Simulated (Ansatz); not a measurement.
Consider the ligand exchange at the Al–N bond: `C[N](C)[AlH][Cl]` + `CC(C)N` → `CC(C)[NH][AlH][Cl]` + `CNC`.

Calculated with Ansatz (gas phase, PBE0-D4/def2-TZVP geometries, no zero-point term in ΔE). CCSD(T)/CBS adds triple-zeta CCSD(T) − MP2 to the extrapolated MP2 energy (def2 sets, frozen cores). One conformer a species, not always the lowest.

```tsv
species	CCSD(T)/CBS(def2) energy (Eh)
`C[N](C)[AlH][Cl]`	-836.90351
`CC(C)N`	-174.28253
`CC(C)[NH][AlH][Cl]`	-876.18287
`CNC`	-135.00321
```

Question: Work out ΔE.

Answer: ΔE = (-876.18287) + (-135.00321) − (-836.90351) − (-174.28253) = -0.00004 Eh = 0.0 kcal/mol.

Largest T1 diagnostic among the species: 0.011.

In def2-TZVPP, CCSD(T) changes the Hartree–Fock value by +1.6 kcal/mol (the triples alone add +0.2 kcal/mol) and MP2 by +1.9 kcal/mol.
